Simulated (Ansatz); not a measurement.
Ansatz (a quantum-chemistry and plane-wave program) input (B3LYP-D3(BJ)/def2-TZVP):

Ansatz 0.2 input:
```yaml
crystal:
  periodic: [false, false, false]
  atoms:
    - {symbol: C, position_ang: [-2.53984041, -0.12566073, -0.68907095]}
    - {symbol: C, position_ang: [-1.30014304, -0.23670228, 0.10983297]}
    - {symbol: C, position_ang: [-0.78000917, 1.10848590, 0.67983784]}
    - {symbol: C, position_ang: [0.75619431, 0.96514235, 0.80314120]}
    - {symbol: C, position_ang: [1.10673715, -0.43752812, 0.26002583]}
    - {symbol: C, position_ang: [2.47646885, -0.52538300, -0.39763931]}
    - {symbol: C, position_ang: [-0.06805458, -0.76689932, -0.66420078]}
    - {symbol: H, position_ang: [-2.63963634, 0.66173984, -1.42638954]}
    - {symbol: H, position_ang: [-3.31571057, -0.87707109, -0.64683730]}
    - {symbol: H, position_ang: [-1.47149061, -0.92680227, 0.94277014]}
    - {symbol: H, position_ang: [-1.26308971, 1.34696339, 1.62747961]}
    - {symbol: H, position_ang: [-1.03437184, 1.91333006, -0.01313685]}
    - {symbol: H, position_ang: [1.10630427, 1.09518372, 1.82803948]}
    - {symbol: H, position_ang: [1.25819203, 1.72677367, 0.20159188]}
    - {symbol: H, position_ang: [1.07674826, -1.14686645, 1.09486410]}
    - {symbol: H, position_ang: [3.27090902, -0.26085300, 0.30410321]}
    - {symbol: H, position_ang: [2.54064382, 0.16040029, -1.24676827]}
    - {symbol: H, position_ang: [2.67941683, -1.53367949, -0.76523731]}
    - {symbol: H, position_ang: [0.03200821, -0.21958041, -1.60798361]}
    - {symbol: H, position_ang: [-0.14804178, -1.82826708, -0.90405644]}
basis:
  gaussian:
    orbitals: def2-TZVP
hamiltonian:
  xc: b3lyp
  dispersion: d3bj
magnetization: {spin_polarized: true, initial_magnetization: 1}
phonons: {temperatures: {t_min: 298.15, t_max: 298.15, t_step: 100}}
```

Output:

```
Functional definition: B3LYP
integrals: 0.30 GiB planned
1832 factors; their error is unknown
0.41 GiB of the device are held for the grids
2.03 GiB of device memory are held for the factors and their scratch space
mean field: 2.57 GiB planned
mean field evaluation 1: about -7455.2540 eV, gradient 6.0e1 eV
mean field evaluation 2: about -7436.7400 eV, gradient 8.5e1 eV
mean field evaluation 4: about -7472.6956 eV, gradient 5.0e0 eV
mean field evaluation 8: about -7472.8110 eV, gradient 7.9e-2 eV
mean field evaluation 16: about -7472.7526 eV, gradient 1.2e-3 eV
mean field -7472.75264473 eV, -274.6185944800 hartree, gradient 4.9e-5 eV, S^2 0.754003; 0 other end points of the search recorded, 0 dependent functions left out
the calculation of the forces begins
reference -7472.75298417 eV, -274.6186069542 hartree; 28, 27 occupied and 267, 268 virtual orbitals, 1832 factors
these checks for a lower state are left out or cut short: stability, starts, cluster_reference, orbital_swaps, neighbouring_geometries, increment
integrals: 0.30 GiB planned
1832 factors; their error is unknown
0.41 GiB of the device are held for the grids
2.03 GiB of device memory are held for the factors and their scratch space
mean field: 2.57 GiB planned
mean field -7472.75241019 eV, -274.6185858609 hartree, gradient 2.7e-6 eV, S^2 0.754009; 0 other end points of the search recorded, 0 dependent functions left out
the calculation of the forces begins
reference -7472.75274964 eV, -274.6185983355 hartree; 28, 27 occupied and 267, 268 virtual orbitals, 1832 factors
these checks for a lower state are left out or cut short: stability, starts, cluster_reference, orbital_swaps, neighbouring_geometries, increment
integrals: 0.30 GiB planned
1832 factors; their error is unknown
0.41 GiB of the device are held for the grids
2.03 GiB of device memory are held for the factors and their scratch space
mean field: 2.57 GiB planned
mean field evaluation 32: about -7472.7526 eV, gradient 8.4e-7 eV
mean field -7472.75259648 eV, -274.6185927070 hartree, gradient 2.7e-6 eV, S^2 0.753998; 0 other end points of the search recorded, 0 dependent functions left out
the calculation of the forces begins
reference -7472.75293591 eV, -274.6186051809 hartree; 28, 27 occupied and 267, 268 virtual orbitals, 1832 factors
these checks for a lower state are left out or cut short: stability, starts, cluster_reference, orbital_swaps, neighbouring_geometries, increment
integrals: 0.30 GiB planned
1832 factors; their error is unknown
0.41 GiB of the device are held for the grids
2.03 GiB of device memory are held for the factors and their scratch space
mean field: 2.57 GiB planned
mean field -7472.75249598 eV, -274.6185890137 hartree, gradient 2.7e-6 eV, S^2 0.754001; 0 other end points of the search recorded, 0 dependent functions left out
the calculation of the forces begins
reference -7472.75283542 eV, -274.6186014880 hartree; 28, 27 occupied and 267, 268 virtual orbitals, 1832 factors
these checks for a lower state are left out or cut short: stability, starts, cluster_reference, orbital_swaps, neighbouring_geometries, increment
integrals: 0.30 GiB planned
1832 factors; their error is unknown
0.41 GiB of the device are held for the grids
2.03 GiB of device memory are held for the factors and their scratch space
mean field: 2.57 GiB planned
mean field -7472.75251815 eV, -274.6185898283 hartree, gradient 2.7e-6 eV, S^2 0.754005; 0 other end points of the search recorded, 0 dependent functions left out
[...]
1832 factors; their error is unknown
0.41 GiB of the device are held for the grids
2.03 GiB of device memory are held for the factors and their scratch space
mean field: 2.57 GiB planned
mean field -7472.75259561 eV, -274.6185926751 hartree, gradient 2.7e-6 eV, S^2 0.754003; 0 other end points of the search recorded, 0 dependent functions left out
the calculation of the forces begins
reference -7472.75293503 eV, -274.6186051486 hartree; 28, 27 occupied and 267, 268 virtual orbitals, 1832 factors
these checks for a lower state are left out or cut short: stability, starts, cluster_reference, orbital_swaps, neighbouring_geometries, increment
integrals: 0.30 GiB planned
1832 factors; their error is unknown
0.41 GiB of the device are held for the grids
2.03 GiB of device memory are held for the factors and their scratch space
mean field: 2.57 GiB planned
mean field evaluation 800: about -7472.7526 eV, gradient 8.2e-4 eV
mean field -7472.75262101 eV, -274.6185936086 hartree, gradient 2.7e-6 eV, S^2 0.754003; 0 other end points of the search recorded, 0 dependent functions left out
the calculation of the forces begins
reference -7472.75296047 eV, -274.6186060835 hartree; 28, 27 occupied and 267, 268 virtual orbitals, 1832 factors
these checks for a lower state are left out or cut short: stability, starts, cluster_reference, orbital_swaps, neighbouring_geometries, increment
integrals: 0.30 GiB planned
1832 factors; their error is unknown
0.41 GiB of the device are held for the grids
2.03 GiB of device memory are held for the factors and their scratch space
mean field: 2.56 GiB planned
mean field -7472.75251860 eV, -274.6185898448 hartree, gradient 2.8e-6 eV, S^2 0.754003; 0 other end points of the search recorded, 0 dependent functions left out
the calculation of the forces begins
reference -7472.75285800 eV, -274.6186023179 hartree; 28, 27 occupied and 267, 268 virtual orbitals, 1832 factors
these checks for a lower state are left out or cut short: stability, starts, cluster_reference, orbital_swaps, neighbouring_geometries, increment
integrals: 0.30 GiB planned
1832 factors; their error is unknown
0.41 GiB of the device are held for the grids
2.03 GiB of device memory are held for the factors and their scratch space
mean field: 2.57 GiB planned
mean field -7472.75261756 eV, -274.6185934816 hartree, gradient 2.7e-6 eV, S^2 0.754003; 0 other end points of the search recorded, 0 dependent functions left out
the calculation of the forces begins
reference -7472.75295703 eV, -274.6186059570 hartree; 28, 27 occupied and 267, 268 virtual orbitals, 1832 factors
these checks for a lower state are left out or cut short: stability, starts, cluster_reference, orbital_swaps, neighbouring_geometries, increment
integrals: 0.30 GiB planned
1832 factors; their error is unknown
0.41 GiB of the device are held for the grids
2.03 GiB of device memory are held for the factors and their scratch space
mean field: 2.56 GiB planned
mean field -7472.75262534 eV, -274.6185937677 hartree, gradient 2.7e-6 eV, S^2 0.754003; 0 other end points of the search recorded, 0 dependent functions left out
the calculation of the forces begins
reference -7472.75296478 eV, -274.6186062419 hartree; 28, 27 occupied and 267, 268 virtual orbitals, 1832 factors
these checks for a lower state are left out or cut short: stability, starts, cluster_reference, orbital_swaps, neighbouring_geometries, increment
integrals: 0.30 GiB planned
1832 factors; their error is unknown
0.41 GiB of the device are held for the grids
2.03 GiB of device memory are held for the factors and their scratch space
mean field: 2.57 GiB planned
mean field -7472.75263379 eV, -274.6185940782 hartree, gradient 2.7e-6 eV, S^2 0.754003; 0 other end points of the search recorded, 0 dependent functions left out
the calculation of the forces begins
reference -7472.75297323 eV, -274.6186065525 hartree; 28, 27 occupied and 267, 268 virtual orbitals, 1832 factors
these checks for a lower state are left out or cut short: stability, starts, cluster_reference, orbital_swaps, neighbouring_geometries, increment
integrals: 0.30 GiB planned
1832 factors; their error is unknown
0.41 GiB of the device are held for the grids
2.03 GiB of device memory are held for the factors and their scratch space
mean field: 2.56 GiB planned
mean field evaluation 832: about -7472.8040 eV, gradient 5.9e-1 eV
mean field -7472.75250049 eV, -274.6185891796 hartree, gradient 2.7e-6 eV, S^2 0.754003; 0 other end points of the search recorded, 0 dependent functions left out
the calculation of the forces begins
reference -7472.75283989 eV, -274.6186016521 hartree; 28, 27 occupied and 267, 268 virtual orbitals, 1832 factors
these checks for a lower state are left out or cut short: stability, starts, cluster_reference, orbital_swaps, neighbouring_geometries, increment
integrals: 0.30 GiB planned
1832 factors; their error is unknown
0.41 GiB of the device are held for the grids
2.03 GiB of device memory are held for the factors and their scratch space
mean field: 2.56 GiB planned
mean field -7472.75259434 eV, -274.6185926285 hartree, gradient 2.7e-6 eV, S^2 0.754003; 0 other end points of the search recorded, 0 dependent functions left out
the calculation of the forces begins
reference -7472.75293383 eV, -274.6186051044 hartree; 28, 27 occupied and 267, 268 virtual orbitals, 1832 factors
these checks for a lower state are left out or cut short: stability, starts, cluster_reference, orbital_swaps, neighbouring_geometries, increment
integrals: 0.30 GiB planned
1832 factors; their error is unknown
0.41 GiB of the device are held for the grids
2.03 GiB of device memory are held for the factors and their scratch space
mean field: 2.57 GiB planned
mean field -7472.75260231 eV, -274.6185929211 hartree, gradient 2.7e-6 eV, S^2 0.754003; 0 other end points of the search recorded, 0 dependent functions left out
the calculation of the forces begins
reference -7472.75294173 eV, -274.6186053949 hartree; 28, 27 occupied and 267, 268 virtual orbitals, 1832 factors
these checks for a lower state are left out or cut short: stability, starts, cluster_reference, orbital_swaps, neighbouring_geometries, increment
integrals: 0.30 GiB planned
1832 factors; their error is unknown
0.41 GiB of the device are held for the grids
2.03 GiB of device memory are held for the factors and their scratch space
mean field: 2.57 GiB planned
mean field -7472.75264922 eV, -274.6185946453 hartree, gradient 2.7e-6 eV, S^2 0.754003; 0 other end points of the search recorded, 0 dependent functions left out
the calculation of the forces begins
reference -7472.75298868 eV, -274.6186071200 hartree; 28, 27 occupied and 267, 268 virtual orbitals, 1832 factors
Total energy: -7473.56470223 eV, -274.6484370430 hartree
Atom 0 at    -2.539840    -0.125661    -0.689071 Å, force     0.000611    -0.000192    -0.000821 eV/Å
Atom 1 at    -1.300143    -0.236702     0.109833 Å, force     0.000339     0.000492    -0.000449 eV/Å
Atom 2 at    -0.780009     1.108486     0.679838 Å, force     0.000264    -0.000255     0.000396 eV/Å
Atom 3 at     0.756194     0.965142     0.803141 Å, force     0.000385     0.000321     0.000737 eV/Å
Atom 4 at     1.106737    -0.437528     0.260026 Å, force    -0.000570     0.000769    -0.000220 eV/Å
Atom 5 at     2.476469    -0.525383    -0.397639 Å, force    -0.000486    -0.000171    -0.000147 eV/Å
Atom 6 at    -0.068055    -0.766899    -0.664201 Å, force    -0.000044    -0.001659    -0.000612 eV/Å
Atom 7 at    -2.639636     0.661740    -1.426390 Å, force     0.000080     0.000078     0.000297 eV/Å
Atom 8 at    -3.315711    -0.877071    -0.646837 Å, force    -0.000462    -0.000325     0.000392 eV/Å
Atom 9 at    -1.471491    -0.926802     0.942770 Å, force     0.000088     0.000015     0.000005 eV/Å
Atom 10 at    -1.263090     1.346963     1.627480 Å, force     0.000031     0.000113     0.000097 eV/Å
Atom 11 at    -1.034372     1.913330    -0.013137 Å, force    -0.000033     0.000150    -0.000006 eV/Å
Atom 12 at     1.106304     1.095184     1.828039 Å, force     0.000129     0.000223     0.000267 eV/Å
Atom 13 at     1.258192     1.726774     0.201592 Å, force     0.000117     0.000351    -0.000071 eV/Å
Atom 14 at     1.076748    -1.146866     1.094864 Å, force    -0.000056     0.000003     0.000154 eV/Å
Atom 15 at     3.270909    -0.260853     0.304103 Å, force    -0.000208     0.000012     0.000078 eV/Å
Atom 16 at     2.540644     0.160400    -1.246768 Å, force     0.000035     0.000040     0.000007 eV/Å
Atom 17 at     2.679417    -1.533679    -0.765237 Å, force    -0.000009    -0.000054     0.000020 eV/Å
Atom 18 at     0.032008    -0.219580    -1.607984 Å, force    -0.000114     0.000170     0.000043 eV/Å
Atom 19 at    -0.148042    -1.828267    -0.904056 Å, force    -0.000097    -0.000080    -0.000168 eV/Å
Dipole moment:     0.076830    -0.037051     0.039798 e Å
Vibrations: 48.27 105.49 140.45 237.47 261.73 347.97 413.57 431.13 510.60 541.67 598.26 783.96 835.30 842.79 908.37 925.59 929.60 1000.52 1005.16 1027.88 1037.16 1094.48 1130.57 1164.95 1210.41 1234.19 1270.74 1284.30 1294.77 1316.06 1326.87 1350.91 1378.43 1385.25 1413.09 1469.02 1489.36 1490.84 1496.54 1500.11 1514.11 2997.39 3006.01 3018.95 3022.45 3033.30 3048.96 3069.83 3078.17 3082.27 3084.62 3094.89 3135.87 3237.19 cm⁻¹, zero-point energy 4.938157 eV
```

It need not be the lowest isomer of its formula.
